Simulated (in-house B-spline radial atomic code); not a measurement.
A fraction x of an electron is removed from 4p in Rb⁵⁺, starting from [Ar] 3d10 4s2 4p2 and keeping the highest spin. Method: scalar-relativistic (X2C) TPSS, spin-polarised, spherical fractional occupations, Fermi nucleus of rms radius 4.2036 fm. Calculated with a radial B-spline atomic code at the basis-set limit.

```tsv
x	E(x) - E(0) (eV)	4p up level (eV)
0	0.0000	-76.437
0.01	0.7651	-76.580
0.18	13.9908	-79.018
0.35	27.6316	-81.464
0.44	35.0217	-82.762
0.5	40.0134	-83.628
0.54	43.3701	-84.206
0.71	57.8942	-86.666
0.86	71.0572	-88.840
0.91	75.5173	-89.565
1	83.6368	-90.870
```

The exact functional would give a straight line between the two integer points. Deviations E(x) - E(0) - x[E(1) - E(0)], in eV: -0.071 at x = 0.01, -1.064 at x = 0.18, -1.641 at x = 0.35, -1.778 at x = 0.44, -1.805 at x = 0.5, -1.794 at x = 0.54, -1.488 at x = 0.71, -0.87 at x = 0.86, -0.592 at x = 0.91.

The curve lies below the straight line by up to 1.805 eV (at x = 0.5): convex, the delocalisation error that favours fractional charges.

(1) How well does Slater's transition state (minus the level at half occupation) give the ionisation energy?

Results:

(1) It gives 83.628 eV against 83.637 eV from the two total energies; NIST lists 82.90 eV, ground level to ground level.
